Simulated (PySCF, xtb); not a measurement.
SbH2Br, SMILES [Br][SbH2].

GFN2-xTB in xtb 6.7.1 at its own geometry gives an orbital gap of 4.15 eV and a dipole moment of 6.89 D.

Coordinates come from a PBE0-D3(BJ)/def2-TZVP optimisation. The def2 effective core potentials stand for the cores of Sb; spin–orbit coupling is left out.

**Question.** What does PySCF with B3LYP/def2-TZVPD give? (Estimate from the structure and the level; the computed values follow.)

**Answer.** gap 5.18 eV (levels -7.36 and -2.18 eV), dipole 2.33 D.
